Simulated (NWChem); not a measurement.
System: WN$_{3}$H$_{4}$F; SMILES [F][W](=[NH])([NH2])=[NH]

NWChem input:

```
start job
memory heap 200 mb stack 900 mb global 1100 mb
geometry units angstroms noautoz
  W      0.018547    -0.020285     0.000000
  N     -0.921780     0.225167    -1.454524
  H     -1.740207     0.430173    -2.017999
  N     -0.921780     0.225167     1.454524
  H     -1.740207     0.430173     2.017999
  F      0.733928    -1.770757     0.000000
  N      1.373813     1.372980     0.000000
  H      1.676901     1.863831     0.835845
  H      1.676901     1.863831    -0.835845
end
basis spherical
  * library def2-svp
end
ecp
  W library def2-ecp
end
dft
  xc xpbe96 cpbe96
  iterations 150
  mulliken
end
task dft energy
```

Structure relaxed at the PBE0/def2-SVP level. No frequency run checked for a minimum. def2 effective core potentials on W; no spin-orbit coupling.

### Question
Predict the main results of this run. (PBE/def2-SVP with def2 effective core potentials on W.) Quantities: basis functions; energy (Ha); highest occupied level (eV); orbital gap (eV); dipole (D).

### Answer
- number of basis functions: 108
- energy (Ha): -333.30
- highest occupied level (eV): -6.19
- orbital gap (eV): 4.88
- dipole (D): 3.07
